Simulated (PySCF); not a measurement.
**Dipole polarisabilities along the 5d series, charge +1**

Calculated with PySCF 2.14 for the ground configurations, without spin-orbit coupling: coupled response for Hartree-Fock and DFT. Mean α in bohr³, C₆ of like pairs in atomic units.

| species | α UHF | α PBE | α PBE0 | C₆ UHF | C₆ PBE | C₆ PBE0 |
| --- | --- | --- | --- | --- | --- | --- |
| Ta⁺ [Xe] 4f14 5d3 6s1 (def2-QZVPPD with the def2 core potential (60 electrons), ECP) | 52.66 | 40.90 | 42.72 | 475.3 | 352.6 | 370.6 |
| W⁺ [Xe] 4f14 5d4 6s1 (def2-QZVPPD with the def2 core potential (60 electrons), ECP) | 43.99 | 34.67 | 36.10 | 387.3 | 296.7 | 309.8 |
| Re⁺ [Xe] 4f14 5d5 6s1 (def2-QZVPPD with the def2 core potential (60 electrons), ECP) | 37.87 | 30.26 | 31.39 | 325.2 | 256.4 | 265.7 |
| Ir⁺ [Xe] 4f14 5d7 6s1 (def2-QZVPPD with the def2 core potential (60 electrons), ECP) | 30.19 | 24.47 | 25.21 | 241.4 | 200.2 | 204.9 |
| Pt⁺ [Xe] 4f14 5d9 (def2-QZVPPD with the def2 core potential (60 electrons), ECP) | 14.59 | 16.99 | 16.01 | 107.7 | 128.9 | 120.4 |
| Au⁺ [Xe] 4f14 5d10 (def2-QZVPPD with the def2 core potential (60 electrons), ECP) | 12.20 | 14.23 | 13.50 | 89.21 | 106.2 | 100.3 |
| Hg⁺ [Xe] 4f14 5d10 6s1 (def2-QZVPPD with the def2 core potential (60 electrons), ECP) | 23.59 | 18.80 | 19.40 | 168.6 | 141.7 | 144.3 |

**Question.** Fill in the row of Os⁺ [Xe] 4f14 5d6 6s1 (def2-QZVPPD with the def2 core potential (60 electrons), ECP).

**Answer.** α UHF 33.33; α PBE 27.05; α PBE0 27.90; C₆ UHF 275.6; C₆ PBE 225.5; C₆ PBE0 231.6.

The values depend on the diffuse functions of the basis.
